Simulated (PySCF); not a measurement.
Mg(OH)(SiH3) (H4MgOSi), SMILES [OH][Mg][SiH3]. Heavy atoms are numbered as in [Mg:1]([OH:2])[SiH3:4]. Hydrogens are named by the atom that carries them.

Coordinates come from a ωB97X-D3(BJ)/def2-TZVP optimisation. The values are those of a single conformer.

Computed with M06-2X/def2-TZVPD run with PySCF.

ESP charges are fitted to the potential on shells at 1.4 to 2.0 van der Waals radii. Atomic charges (e), one atom of each kind:

```
atom        meta-Löwdin  ESP fit
----------  -----------  -------
Mg1                1.32        …
O2 (OH)           -1.19    -1.14
H on O2            0.34        …
Si4 (SiH3)        -0.24    -0.47
H on Si4          -0.08        …
```

Some entries are withheld; supply them. (The exact figures need the calculation; the answer reports its results.)


- Mg1, ESP fit: 1.00
- H on O2, ESP fit: 0.49
- H on Si4, ESP fit: 0.04
